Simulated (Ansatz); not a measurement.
A nudged elastic band was laid between two geometries of C2H6B2O (11 atoms, charge 0, multiplicity 1).

All numbers below come from RKS PBE-D4/6-31G* (Ansatz 0.2.0).

| Item | Value |
| --- | --- |
| movable images | 9 |
| climbing image | yes |
| spring | 5.0 eV/Å² |
| optimiser | quadratic models (default) |
| start path | IDPP |
| force threshold | 0.05 eV/Å |
| iteration limit | 52 |
| end points | relaxed |

First end point:

```xyz
11
Properties=species:S:1:pos:R:3
B -1.485 -0.050 -0.021
C 0.034 -0.107 0.265
C 0.440 -0.568 1.484
B 1.127 0.338 -0.777
O 0.797 0.810 -2.013
H -1.917 0.352 -1.084
H -2.290 -0.404 0.807
H 1.503 -0.636 1.758
H -0.275 -0.893 2.254
H 2.311 0.284 -0.533
H -0.180 0.818 -2.121
```

Last end point:

```xyz
11
Properties=species:S:1:pos:R:3
B -1.484 -0.051 -0.021
C 0.034 -0.108 0.265
C 0.439 -0.567 1.485
B 1.127 0.338 -0.777
O 0.796 0.810 -2.013
H -2.290 -0.404 0.806
H -1.917 0.351 -1.084
H 1.503 -0.635 1.760
H -0.275 -0.892 2.254
H 2.312 0.283 -0.534
H -0.181 0.818 -2.121
```

Question: What changes between the two ends?

Answer: No bond is made or broken. The dihedral H7–B1–C2–C3 goes from 0 to 180°. The two ends are copies of one structure, up to a mirror image or an exchange of like atoms.

Question: Give the energies along the band, and the barrier.

Answer: The forces met the threshold. The highest image is number 5 of 0 to 10, 6.7 kcal/mol above the ends, which have the same energy within 2 meV. A vibrational analysis at the climbing image gives one clearly imaginary mode, 270i cm⁻¹: a first-order saddle point.

```tsv
image	path coordinate (Å)	energy (kcal/mol)	dihedral H7–B1–C2–C3 (°)
0	0.00	0.0	0
1	0.46	0.4	-21
2	0.92	2.0	-40
3	1.38	4.2	-58
4	1.84	6.0	-76
5	2.30	6.7	-94
6	2.75	6.0	-111
7	3.21	4.2	-126
8	3.67	2.0	-142
9	4.12	0.4	-159
10	4.58	0.0	180
```

Question: What is the geometry of the highest image?

Answer: 
```xyz
11
Properties=species:S:1:pos:R:3
B -1.530 0.052 -0.035
C -0.043 0.040 0.352
C 0.470 0.185 1.603
B 1.057 -0.156 -0.765
O 0.837 -0.306 -2.108
H -2.082 1.074 -0.377
H -2.162 -0.976 -0.123
H 1.553 0.159 1.775
H -0.151 0.334 2.496
H 2.221 -0.180 -0.437
H -0.105 -0.283 -2.363
```

Question: What are the harmonic wavenumbers there?

Answer: 270i, 75, 137, 286, 308, 443, 570, 690, 746, 868, 881, 946, 949, 988, 1036, 1147, 1172, 1233, 1331, 1449, 1607, 2528, 2573, 2596, 3063, 3142, 3657 cm⁻¹.

The run took 4.7 min on 1 thread of Arm Neoverse V1, with other jobs on the host, peak memory 0.12 GiB.
